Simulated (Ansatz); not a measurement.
Mulliken charges of `[OH][In]([OH])[Cl]` from r2SCAN/def2-TZVPP in Ansatz (PBE0-D4/def2-TZVP geometry).

| atom | x (Å) | y (Å) | z (Å) | charge (e) |
| --- | --- | --- | --- | --- |
| O1 | -0.615 | 1.435 | -0.830 | -0.500 |
| In2 | -0.231 | -0.425 | -0.301 | 0.973 |
| O3 | 0.947 | -0.902 | 1.207 | -0.500 |
| Cl4 | -1.204 | -2.119 | -1.499 | -0.357 |
| H5 | -0.172 | 2.082 | -0.275 | 0.191 |
| H6 | 1.317 | -0.135 | 1.651 | 0.191 |

Question: By hand: the dipole of these point charges (1 e Å = 4.8032 D).

Answer: Σ q r = (0.258, 0.448, 0.317) e Å, of length 0.606 e Å = 2.91 D.

Question: How does the dipole of the full density compare? (Best estimate.)

Answer: Computed: (0.278, 0.485, 0.343) e Å, 3.15 D; the point charges give 0.92 times that, at 0° from its direction.

Point charges leave out the atoms' own dipoles, such as those of lone pairs, and Mulliken's split depends on the basis, so the close match here is no proof of good charges.
